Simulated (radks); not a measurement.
Effect of the nuclear size on neutral promethium, [Xe] 4f5 6s2. All-electron calculation, Dirac Kohn-Sham, PBE, spin-unpolarised, spherical densities, finite nucleus; open shells are shared between the two j in proportion to 2j + 1; Fermi nuclear charge, rms radius 4.962 fm. Program: a radial shooting solver on a logarithmic mesh with Libxc functionals. The rms radius is varied about that value; shifts are against it.

rms radius (fm)  total energy shift (eV)  density at nucleus (e/bohr^3)  1s1/2 shift (meV)  2s1/2 shift (meV)  5s1/2 shift (meV)  5p1/2 shift (meV)  6s1/2 shift (meV)  4f7/2 shift (meV)  6p1/2 (empty) shift (meV)
4.0192                             -5.07                      5.172e+05              -2100               -263              -1.90              0.273             -0.081              0.414                      0.085
4.7635                             -1.14                      4.974e+05               -470              -59.0             -0.425              0.061             -0.018              0.093                      0.019
4.962                                  0                      4.927e+05              0.000              0.000              0.000              0.000              0.000              0.000                      0.000
5.2895                              1.95                      4.855e+05                807                101              0.730             -0.105              0.031             -0.159                     -0.033
5.8452                              5.48                      4.745e+05               2270                285               2.05             -0.295              0.087             -0.448                     -0.092

Slopes of the eigenvalues against <r^2> in GHz/fm^2, as finite differences over the two radii next to the reference (eigenvalue slopes, not the field-shift constants of lines): 1s1/2 58400, 2s1/2 7330, 5s1/2 52.8, 5p1/2 -7.59, 6s1/2 2.25, 4f7/2 -11.5, 6p1/2 (empty) -2.37.
